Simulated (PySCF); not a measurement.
C2H3NO2, SMILES `[H]/N=C/OC=O` (N–C–O–C torsion 180°, C–O–C–O torsion 0°), neutral singlet in the gas phase. 

Cartesian coordinates (Å):
```xyz
8

N     -1.6222     1.0787    -0.3268
C     -0.7345     0.2920     0.0659
O      0.4663     0.3088    -0.5986
C      1.4376    -0.5320    -0.1772
O      1.3602    -1.2991     0.7304
H     -2.4580     0.9704     0.2411
H     -0.7682    -0.4294     0.8813
H      2.3189    -0.3893    -0.8161
```
Charge 0, multiplicity 1.

All levels are single points at this geometry (PBE0-D4/def2-TZVP); Pople sets use spherical d functions. Orbital energies aren't observables, and empty levels follow the basis.

B3LYP-D3(BJ)/def2-TZVP in PySCF gives gap (eV) = 6.75.

Q: Estimate the gap (eV) from each of these levels: PBE-D3(BJ)/def2-TZVP in PySCF; PBE0-D4/def2-TZVP in PySCF; B3LYP/3-21G in PySCF; BP86/6-31G* in PySCF; PBE/6-31G* in PySCF; SVWN5/6-31G* in PySCF; HF/3-21G in PySCF; HF/STO-3G in PySCF.

A: 
| level | gap (eV) |
|---|---|
| PBE-D3(BJ)/def2-TZVP in PySCF | 4.53 |
| PBE0-D4/def2-TZVP in PySCF | 7.28 |
| B3LYP/3-21G in PySCF | 6.65 |
| BP86/6-31G* in PySCF | 4.64 |
| PBE/6-31G* in PySCF | 4.62 |
| SVWN5/6-31G* in PySCF | 4.45 |
| HF/3-21G in PySCF | 15.58 |
| HF/STO-3G in PySCF | 16.30 |
